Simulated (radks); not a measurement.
Valence configurations of Xe+ (all share [Kr]). Calculated with a radial shooting solver on a logarithmic mesh with Libxc functionals: Dirac Kohn-Sham, PBE, spin-unpolarised, spherical densities, finite nucleus; open shells fill j = l - 1/2 first; Fermi nuclear charge, rms radius 4.7859 fm. Energies are relative to 4d10 5s2 5p5; eigenvalues in eV.

valence           E (eV)  e(4d3/2)  e(4d5/2)  e(5p1/2)  e(5p3/2)  e(5s1/2)
4d10 5s2 5p5       0.000   -70.423   -68.436   -17.904   -16.526   -28.982
4d10 5s1.5 5p5.5   6.250   -71.131   -69.142   -18.232   -16.834   -29.380
4d10 5s1 5p6      12.545   -71.828   -69.836   -18.554   -17.136   -29.768
4d9.5 5s2 5p5.5   26.655   -73.977   -71.952   -18.700   -17.240   -30.091
4d9 5s2 5p6       54.712   -77.524   -75.461   -19.485   -17.944   -31.180

NIST lists [Kr] 4d10 5s2 5p5 as the ground configuration; this level of theory agrees among the configurations tried. The energies are those of spherical spin-averaged densities, not of single terms.
